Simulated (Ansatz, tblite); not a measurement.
Cost and result up the ladder for Pt₃W (the lowest singlet isomer of a short search) (4 atoms). Charge 0, multiplicity 1. Geometry: PBE-D4/def2-SVP.

```xyz
4

W     0.146    0.328   -0.130
Pt    0.432    0.496    2.111
Pt    1.428   -1.239   -1.147
Pt   -2.006    0.415   -0.834
```

Ansatz on 4 threads of Arm Neoverse N1 on a shared host; xTB runs through tblite on one thread. Times are rough, summed over both states, and most runs start from the orbitals of an earlier one. RPA@PBE/def2-TZVP serves as the yardstick here, not as an exact answer. The other state is a quintet at its own geometry, which has other bonds, so the gap mixes isomer and spin.

In the def2 sets Pt, W take a core potential; there is no spin–orbit coupling. The xTB rows come from tblite. Correlated methods freeze no core orbitals; core or outer-core shells of W, Pt are correlated, in sets that lack core-valence functions. The structure comes from a short search, and lower isomers may exist.

Run but left out: HF/def2-TZVP, PBE-QIDH/def2-TZVP, MP2/def2-TZVP (singlet: restricted singlet, unstable towards broken spin symmetry); BHLYP-D4/def2-TZVP, B2PLYP/def2-TZVP (singlet: restricted singlet, unstable in another Hartree–Fock run and untested here).

Correlated methods converge slowly with the basis.

xTB has no spin-polarisation term.

```csv
level,functions,wall time
GFN1-xTB,36,0.015 s
GFN2-xTB,36,0.036 s
r2SCAN-D4/def2-TZVP,160,33 s
RPA@PBE/def2-TZVP,160,35 s
PBE0-D4/def2-TZVP (with forces),160,46 s
B97M-V/def2-TZVP,160,2.1 min
```

(1) Estimate what each level gives for the quintet − singlet (eV).

Answers

(1) 
| level | quintet − singlet (eV) | difference from RPA@PBE/def2-TZVP (eV) |
| --- | --- | --- |
| GFN1-xTB | 2.61 | 0.98 |
| GFN2-xTB | 6.94 | 5.31 |
| r2SCAN-D4/def2-TZVP | 1.37 | -0.26 |
| RPA@PBE/def2-TZVP | 1.63 | 0.00 |
| PBE0-D4/def2-TZVP (with forces) | 1.14 | -0.49 |
| B97M-V/def2-TZVP | 1.26 | -0.37 |
